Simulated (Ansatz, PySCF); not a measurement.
System: C$_{2}$HO, net charge 0, doublet state. It need not be the lowest isomer of its formula. 
Structure (B3LYP-D3(BJ)/def2-TZVP (Ansatz, a first-principles code) minimum search):
```xyz
4

C     -0.8004    -0.5753    -0.2617
C      0.5133    -0.3778    -0.0381
O      0.0232     0.8049     0.2249
H      1.5373    -0.7205    -0.0007
```
Charge 0, spin multiplicity 2.

Wanted: atomisation energy (electronic, to ground-state atoms), in kcal/mol. Valence correlation only, unless marked. Open shells are spin-unrestricted. No spin-orbit coupling. No relativistic terms. The coupled-cluster limit lacks core correlation, which all-electron functionals hold. CBS marks a two-point X^-3 extrapolation of the correlation energy; Hartree-Fock from the larger set. [CCSD(T)-MP2]/basis is that difference in the basis named.

```
level                                                     program  atomisation energy (kcal/mol)  minus last row
-------------------------------------------------  --------------  -----------------------------  --------------
HF/6-31G*                                                  Ansatz                          219.1          -146.0
BLYP/def2-TZVPD                                            Ansatz                          377.5            12.4
r2SCAN/def2-TZVPD                                          Ansatz                          374.1             9.0
BHLYP-D3(BJ)/def2-TZVPD                            Ansatz + dftd3                          340.8           -24.3
BHLYP-D4/def2-TZVPD                                Ansatz + dftd4                          340.6           -24.5
PW6B95/def2-TZVPD                                           PySCF                          371.8             6.7
LC-wPBE-D3(BJ)/def2-TZVPD                          Ansatz + dftd3                          370.7             5.6
B2PLYP-D3(BJ)/def2-TZVPD                           Ansatz + dftd3                          366.0             0.9
MP2/6-31G                                                  Ansatz                          279.5           -85.6
MP2/6-31G*                                                 Ansatz                          342.7           -22.4
MP2/CBS(cc-pVTZ,cc-pVQZ)                                   Ansatz                          375.6            10.5
RI-MP2/CBS(aug-cc-pVTZ,aug-cc-pVQZ)                        Ansatz                          376.0            10.9
SCS-MP2/cc-pVQZ                                            Ansatz                          362.9            -2.2
RI-MP2/CBS(cc-pVTZ,cc-pVQZ)+[CCSD(T)-MP2]/cc-pVTZ          Ansatz                          365.4             0.3
CCSD(T)/CBS(cc-pVTZ,cc-pVQZ)                               Ansatz                          365.1             0.0
```
